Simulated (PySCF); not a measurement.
Te(OMe)2 (C2H6O2Te), SMILES CO[Te]OC.

Geometry: PBE0-D3(BJ)/def2-SVP. The def2 effective core potentials stand for the cores of Te; spin–orbit coupling is left out. Other conformers were not sampled.

Level of theory: TDA-PBE/def2-SVPD (PySCF).

Vertical excitations.  State labels are in the subgroup C2.

| state | symmetry | energy (eV) | λ (nm) | f | main pairs |
|---|---|---|---|---|---|
| S1 | A | 2.81 | 441 | 0.000 | HOMO→LUMO 99 % |
| S2 | B | 3.50 | 354 | 0.000 | HOMO→LUMO+1 98 % |
| S3 | A | 4.22 | 294 | 0.002 | HOMO−1→LUMO 99 % |
| S4 | B | 4.45 | 279 | 0.014 | HOMO−2→LUMO 79 %, HOMO−1→LUMO+1 18 % |
| S5 | A | 4.79 | 259 | 0.004 | HOMO−2→LUMO+1 98 % |
| S6 | B | 5.07 | 244 | 0.094 | HOMO→LUMO+2 99 % |
| S7 | B | 5.18 | 239 | 0.019 | HOMO−1→LUMO+1 55 %, HOMO−4→LUMO 30 % |
| S8 | A | 5.43 | 228 | 0.012 | HOMO−3→LUMO 69 %, HOMO→LUMO+3 18 %, HOMO−4→LUMO+1 10 % |
| S9 | B | 5.47 | 227 | 0.062 | HOMO−4→LUMO 62 %, HOMO−3→LUMO+1 17 %, HOMO−1→LUMO+1 13 % |
| S10 | A | 5.55 | 223 | 0.000 | HOMO→LUMO+3 78 %, HOMO−3→LUMO 12 % |
| T1 | A | 2.11 | 587 | 0 | HOMO→LUMO 100 % |
| T2 | B | 2.63 | 472 | 0 | HOMO→LUMO+1 100 % |
| T3 | B | 3.84 | 323 | 0 | HOMO−2→LUMO 99 % |
| T4 | A | 3.92 | 317 | 0 | HOMO−1→LUMO 100 % |
Triplets are in the Tamm–Dancoff approximation.
